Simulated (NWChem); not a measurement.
Molecule: InIF2; SMILES [F][In]([F])[I]

All runs: NWChem. Geometry: optimised at PBE0/def2-SVP. def2 effective core potentials on In, I; no spin-orbit coupling. Vertical excitations in the gas phase; the lowest state need not have the same character in each row.

```
level                           lowest excitation, singlet (eV)  orbital gap (eV)
------------------------------  -------------------------------  ----------------
PBE/def2-SVP, full TDDFT                                   3.47              3.27
B3LYP/def2-SVP, full TDDFT                                 3.77              4.74
Hartree-Fock/def2-SVP, TDHF                                5.36             11.29
BHandHLYP/def2-SVP, full TDDFT                                ?                 ?
```

What belongs in the gaps?


- BHandHLYP/def2-SVP, full TDDFT, lowest excitation, singlet (eV): 4.36
- BHandHLYP/def2-SVP, full TDDFT, orbital gap (eV): 7.16
